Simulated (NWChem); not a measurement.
# C₃H₇FSi; SMILES [SiH3][C@@H]1[C@@H](F)C1

Task: Give the equilibrium geometry at B3LYP/6-31G* (spherical d) (NWChem) as an XYZ file, with the point group.

Result: point group C1; any orientation.
```
12

F      0.6296     2.2408    -0.1201
C      0.1157     1.0882     0.4233
C     -1.2757     0.7144     0.0551
C     -0.0841    -0.0818    -0.5026
Si     0.2691    -1.8443     0.0221
H      0.4766     0.9385     1.4385
H     -1.9149     0.2606     0.8084
H     -1.7903     1.3710    -0.6404
H      0.1462     0.1607    -1.5394
H     -0.0736    -1.9937     1.4643
H     -0.5515    -2.8101    -0.7591
H      1.7054    -2.1890    -0.1639
```
